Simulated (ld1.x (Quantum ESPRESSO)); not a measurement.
# Scattering properties, TM potential for barium (Ba)

| Item | Value |
| --- | --- |
| Element | Ba (Z = 56) |
| Generator | ld1.x (Quantum ESPRESSO) 7.5 |
| Type | norm-conserving Troullier–Martins (Kleinman–Bylander form) |
| Functional | PBE |
| Relativity | scalar-relativistic |
| Frozen core | [Kr] 4d10 5s2 |
| Valence charge | 8 |
| Reference configuration | 5p6 5d0 6s1.5 6p0.5 |
| Partial waves | 6s (bound): rc 3.00 bohr; 5p (bound): rc 2.35 bohr; 5d (bound, empty): rc 3.10 bohr |
| Local potential | all-electron potential smoothed inside 2.30 bohr (lloc = -1) |
| Core correction | a·sin(br)/r model core inside 1.85 bohr |

Occupied shells without a wave of their own: 6p. They enter only through the test configuration that unscreens the potential, and ld1.x also counts them in the model core charge.

The phase is arctan(r·u′/u) with u = r·R(r), unwrapped; energies in Ry, scanned from -3 to 5 Ry. A pole is an energy at which the radial function vanishes at the test radius. The pseudo phase is shifted by a multiple of π to meet the all-electron one at the reference energy, and phase errors are pseudo minus all-electron; the curves can meet again beyond the range given. Levels narrower than the energy grid can be missing from the lists of poles.

```csv
channel,radius (bohr),reference energy (Ry),"poles, all-electron","poles, pseudo",unbroken range about the reference energy with phases within 0.05 rad,phase error 1 Ry above the reference energy (rad)
s,3.34,-0.26,"-2.46, 2.14","-2.85, 0.91, 3.63",-2.2 to 0.0,-0.205
p,3.34,-1.42,"-1.25, 3.16","-1.25, 2.84",below 0.5,-0.002
d,3.34,-0.18,0.52,"0.51, 4.44",below 1.8,-0.004
```

Note: ghost state, extra bound levels that the all-electron valence spectrum of the same l lacks: s at -39.3 eV. A true bound ghost makes a file unfit for plane-wave use. ld1.x takes every shell without a wave as core, so the model core holds the 6p electrons as well and exchange and correlation see them twice. This cancels in the reference configuration, but the file is broken for other ones, and its errors say nothing about a proper core correction.

Phases in the p channel:

| E (Ry) | all-electron | pseudo |
| --- | --- | --- |
| -3.00 | 1.367 | 1.366 |
| -2.52 | 1.331 | 1.331 |
| -2.04 | 1.252 | 1.251 |
| -1.56 | 0.153 | 0.151 |
| -1.08 | -1.672 | -1.672 |
| -0.60 | -1.797 | -1.799 |
| -0.12 | -1.917 | -1.922 |
| 0.36 | -2.167 | -2.192 |
| 0.84 | -3.087 | -3.240 |
| 1.32 | -4.196 | -4.268 |
| 1.80 | -4.492 | -4.528 |
| 2.28 | -4.607 | -4.636 |
| 2.76 | -4.673 | -4.702 |
| 3.24 | -4.719 | -4.756 |
| 3.72 | -4.759 | -4.815 |
| 4.20 | -4.800 | -4.907 |
| 4.68 | -4.850 | -5.174 |
